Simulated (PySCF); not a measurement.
Steps of a relaxation of [Gd(H2S)2]3+

[Gd(H2S)2]3+ (singlet in the valence; each metal's 4f electrons, 7 of them, lie in its core potential, out of spins and levels; a saddle point, relaxed within its symmetry). PySCF 2.14.0, RKS TPSS, Gd lcecp-1-SVP with ECP53, S def2-SVP, H def2-SVP; non-relativistic Hamiltonian with scalar-relativistic core potentials where named; density fitting; no spin-orbit coupling. Origin of the start: template. Columns: position (Å) and force (eV/Å). Energies are counted from the last step; some of the 4 steps are shown. Forces carry noise of the integration grid, about 0.01 to 0.03 eV/Å.

Run from Python with OMP_NUM_THREADS=2. Where DIIS fails, smearing, a level shift and second-order steps follow.
It took 13 s on 2 threads of Arm Neoverse V1 (shared host), from the converged density of the start.

```xyz
7
step 0  E = 0.094 eV
Gd    0.0000    0.0000    0.0000     0.00    0.00    0.00
S     0.0000    0.0000    2.8725     0.00   -0.53   -0.29
H     0.9700    0.7500    3.4225     0.82    0.26    0.16
H    -0.9700    0.7500    3.4225    -0.82    0.26    0.16
S     0.0000    0.0000   -2.8725     0.00    0.53    0.29
H     0.9700   -0.7500   -3.4225     0.82   -0.26   -0.16
H    -0.9700   -0.7500   -3.4225    -0.82   -0.26   -0.16
```

```xyz
7
step 1  E = 0.001 eV
Gd    0.0000    0.0000    0.0000     0.00    0.00    0.00
S     0.0000    0.0228    2.8746     0.00   -0.07   -0.07
H     1.0363    0.7389    3.4154     0.06    0.04    0.03
H    -1.0363    0.7389    3.4154    -0.06    0.04    0.03
S     0.0000   -0.0228   -2.8746     0.00    0.07    0.07
H     1.0363   -0.7389   -3.4154     0.06   -0.04   -0.03
H    -1.0363   -0.7389   -3.4154    -0.06   -0.04   -0.03
```

```xyz
7
step 2  E = 0.000 eV
Gd    0.0000    0.0000    0.0000     0.00    0.00    0.00
S     0.0000    0.0233    2.8733     0.00   -0.01   -0.03
H     1.0399    0.7386    3.4151     0.01    0.01    0.01
H    -1.0399    0.7386    3.4151    -0.01    0.01    0.01
S     0.0000   -0.0233   -2.8733     0.00    0.01    0.03
H     1.0399   -0.7386   -3.4151     0.01   -0.01   -0.01
H    -1.0399   -0.7386   -3.4151    -0.01   -0.01   -0.01
```

Question: Where does the relaxation end?

Answer: It converges at step 3 in C2h:
```xyz
7
step 3  E = 0
Gd    0.0000    0.0000    0.0000
S     0.0000    0.0232    2.8723
H     1.0400    0.7387    3.4152
H    -1.0400    0.7387    3.4152
S     0.0000   -0.0232   -2.8723
H     1.0400   -0.7387   -3.4152
H    -1.0400   -0.7387   -3.4152
```

Question: How did the contacts change?

Answer: 
```csv
contact,start (Å),end (Å)
Gd1–S2 (H2S),2.873,2.872
Gd1–S5 (H2S),2.873,2.872
```


An lcecp potential fixes the number of 4f electrons, so in runs with it no electron can move into or out of that shell.
